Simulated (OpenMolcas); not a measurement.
**Mn4+: ligand-field states by method**

Mn4+ with its 6 nearest fluoride ions at 1.827 Å, on the Ge site of Cs2GeF6 (a = 9.021 Å, distance in the model lattice 1.804 Å). The rest of the host is ab initio model potentials to 7.6 Å and point charges beyond; the distance is set by hand and nothing relaxes. Ligand basis ANO-RCC-VDZP.

* Program: OpenMolcas
* Basis: ANO-RCC-VTZP [6s5p3d2f1g]
* Scalar Hamiltonian: DKH2, point nucleus
* Active space: 3 electrons in 5 orbitals (3d)
* State averaging: 2S+1 = 4 even, 10 roots; 2S+1 = 2 even, 40 roots
* Spin-orbit coupling: RASSI with atomic mean-field integrals over the reference wave functions

I. CASSCF
II. SS-CASPT2, IPEA 0.25 Eh, imaginary shift 0.1 Eh (closed shells correlated: 3s 3p and the ligand valence shells)
III. SS-CASPT2, IPEA 0.25 Eh, sigma2 regulariser 0.3 Eh (closed shells correlated: 3s 3p and the ligand valence shells)

Spin-free states (labels of O, the rotations of Oh) in cm-1, each column counted from its own energy of the first state listed:

```
State  Degeneracy      I     II    III
  4A2           1      0      0      0
  4T2           3  20506  26060  26070
   2E           2  21133  13890  13890
  2T1           3  22234  14500  14500
  4T1           3  30428  33540  33540
  2T2           3  30936  22460  22460
  2A1           1  37510  34500  34500
  2T2           3  39656  37670  37690
  2T1           3  41277  39230  39230
   2E           2  43833  39930  39930
  2T1           3  47282  43750  43760
  4T1           3  47610  54470  54470
  2T2           3  55760  50990  50990
  2A2           1  58510  50380  50380
  2T1           3  60321  65040  65040
  2T2           3  62892  63850  63860
   2E           2  69173  64940  64940
  2T1           3  70791  70780  70780
  2T2           3  91206  87820  87840
   2E           2  91465  93430  93460
```

From I to II, I's first state of the same spin (4T2) moves from 20506 to 26060 cm-1, by about +5600 cm-1.

From I to II, I's first state of another spin (2E) moves from 21133 to 13890 cm-1, by about -7200 cm-1.

χT at 300 K: I 1.83, II 1.84, III 1.84 cm3 K/mol.

Roots that are degenerate in the reference are averaged as groups; the widest CASPT2 spread within a group is 290 cm-1 (the 2-fold group of multiplicity 2 near 39900 cm-1 above the lowest state of its run, III). Shifts and gaps below about the spread of the groups concerned are not significant. Over all roots computed the reference weight is 0.68 to 0.70 in II, 0.68 to 0.70 in III; a low but even weight reflects the number of correlated electrons. The least metal-like active orbital is 80 % on the metal (Löwdin) and no ligand orbital is active, so the numbers are rough. Ligand-to-metal charge-transfer states are missing. With no ligand orbital active B as a rule stays too high, so bands that hang on it stand too high and its fall with covalency is understated. Without dynamic correlation the repulsion within the d shell is too large (B by tens of per cent), so at a given field states of lower spin stand too high (holds for I). With metal d orbitals alone and no dynamic correlation 10Dq can be off by a tenth to a fifth, either way, in oxide and fluoride hosts (holds for I). With one d shell and no ligand orbital active, 10Dq can be off by a tenth or more (holds for II; III). No measured value stands beside these numbers; the geometry was set by hand and not optimised.
